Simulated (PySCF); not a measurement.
Static response to an electric field

Species: C4H9BCl2Si.
Geometry (GFN2-xTB, Å), atoms numbered from 1 in this order:
```xyz
17
C4H9BCl2Si angstrom
C     -1.6099   -1.8405   -0.6173
C     -0.4723   -0.8871   -0.7332
C     -0.3327    0.3203   -0.1510
C      0.9568    1.0629   -0.3849
Si     2.2632    0.5894    0.9254
B     -1.3772    1.0025    0.7698
Cl    -0.9519    2.4261    1.6607
Cl    -3.0080    0.4669    0.9465
H     -1.9922   -1.8925    0.3987
H     -2.4339   -1.5209   -1.2565
H     -1.3024   -2.8340   -0.9338
H      0.3376   -1.2260   -1.3702
H      0.7876    2.1380   -0.3552
H      1.3468    0.8240   -1.3747
H      1.7682    0.8612    2.2723
H      2.5386   -0.8439    0.7893
H      3.4748    1.3657    0.6563
```

Level: CAM-B3LYP/def2-SVPD (PySCF), static field, nuclei fixed, core orbitals frozen in the response. The polarisability tensor in these axes (au):

```
x   126.62   8.94  -0.10
y     8.94 120.44  19.82
z    -0.10  19.82 100.14
```

Problem. Give the principal values, the mean and the anisotropy Δα = √{½[(α1 − α2)² + (α2 − α3)² + (α1 − α3)²]}.

Solution. Principal values 87.43, 121.90 and 137.87 au; mean 115.73 au = 17.15 Å³ = 19.08 × 10⁻⁴⁰ C²·m²/J; Δα = 44.65 au (39 % of the mean).

Problem. What is the dipole moment, and where does it point?

Solution. (0.52, -1.26, -1.45) D, 2.00 D in size, pointing from the negative to the positive side. Measured along this direction, the outermost atoms are Cl7 at the negative end and H11 at the positive end.

Problem. Find the Langevin capture rate constant for O2+ (31.990 u) meeting this molecule (165.994 u), k = 2.342 × 10⁻⁹ cm³/s × √(α in Å³ / reduced mass in u).

Solution. The reduced mass is 26.82 u, so k = 1.87 × 10⁻⁹ cm³/s. The formula leaves out the permanent dipole, which adds to the capture rate.

Problem. Along which axes do the principal values lie, and how far do the nuclei extend along each?

Solution. Largest value along (0.57, 0.73, 0.38), where the nuclei span 6.39 Å; middle along (0.81, -0.43, -0.40), 5.12 Å; least along (0.12, -0.54, 0.84), 3.08 Å. The response follows the extents in order.

Problem. Rayleigh depolarisation ratio (linearly polarised light, static tensor)?

Solution. ρ = 3Δα²/(45ᾱ² + 4Δα²) = 5980.2/(602741 + 7973.7) = 0.00979.

Problem. In TDDFT the mean static polarisability is Σ f/ω² over all singlet excitations (ω in hartree). How much of it do the 8 lowest give? Their energies (eV) and oscillator strengths: 4.77, 0.1877; 5.48, 0.0048; 5.76, 0.0008; 6.63, 0.0012; 6.71, 0.0638; 6.88, 0.0400; 7.21, 0.0294; 7.26, 0.0596.

Solution. They add up to 9.18 au, 7.9 % of the 115.73 au; the largest single term is 6.10 au, from the state at 4.77 eV. Terms in order: 6.10, 0.12, 0.02, 0.02, 1.05, 0.63, 0.42, 0.84 au. Higher excitations give the rest. The strengths listed sum to 0.387.

Problem. Give the eigenvalues of the traceless quadrupole moment Θ = ½Σq(3rr − r²1), origin at the centre of nuclear charge.

Solution. -4.76, 1.10, 3.66 D·Å. The values depend on the origin, since the dipole doesn't vanish. The electronic extent ⟨r²⟩ about the same centre is 1918 bohr², a root-mean-square distance of 2.50 Å for the 86 electrons.

The structure is a single GFN2-xTB conformer in the gas phase; no vibrational or solvent corrections.
